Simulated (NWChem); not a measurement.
SiH₄S₃; SMILES S[SiH](S)S

```xyz
8

Si     0.0000     0.0000    -0.2257
S     -1.9912     0.2006     0.5278
S      1.1693     1.6242     0.5278
S      0.8219    -1.8247     0.5278
H      0.0000     0.0000    -1.7174
H     -2.2986     1.2503    -0.2695
H      2.2321     1.3655    -0.2695
H      0.0665    -2.6158    -0.2695
```
Atoms are numbered in this order, from 1.

Computed with NWChem. Geometry optimised at PBE0/def2-SVP; all other runs use it. 

```tsv
quantity	level	value
dipole in solution (D) in n-hexane	PBE0/def2-SVP, SMD	2.64
isotropic polarisability (bohr³), static	CAM-B3LYP/def2-SVPD	90.7
−ε(HOMO) (eV)	PBE/def2-SVP	6.19
vertical, lowest excitation, singlet (eV)	CAM-B3LYP/def2-SVPD, TDA	6.07
dipole (D)	PBE0/def2-SVP	2.30
highest harmonic frequency (cm⁻¹)	PBE0/def2-SVP	2699
```
